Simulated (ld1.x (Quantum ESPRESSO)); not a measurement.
# revPBE TM dataset for H (Z = 1), scalar-relativistic all-electron reference.

H (Z = 1), norm-conserving Troullier–Martins (Kleinman–Bylander form), made with ld1.x (Quantum ESPRESSO) 7.5 (revPBE, scalar-relativistic). Core none, reference 1s1. Waves: 1s (bound): rc 1.10 bohr. Local part: the s channel. Core correction: none.

All-electron outer shells of the reference configuration (revPBE, scalar-relativistic, ld1.x):

```json
{"shell": "1s", "level (eV)": "-6.54", "outermost node (bohr)": "–", "outermost maximum (bohr)": "1.03"}
```

Results:

| Item | Value |
| --- | --- |
| Cutoffs needed | 25 Ry and 40 Ry (the cutoffs (Ry, on a coarse ladder) from which the occupation-weighted sum of valence levels, in a spherical-Bessel basis at the reference potential, stays within 10 and 1 mRy of its value at 400 Ry) |
| Ghost test | no extra level below or beside the all-electron valence levels (s, p, d, f tested) (spherical-Bessel basis up to 400 Ry, 20 bohr box) |

Generation and tests took about 0.17 s on one core of a shared server CPU.
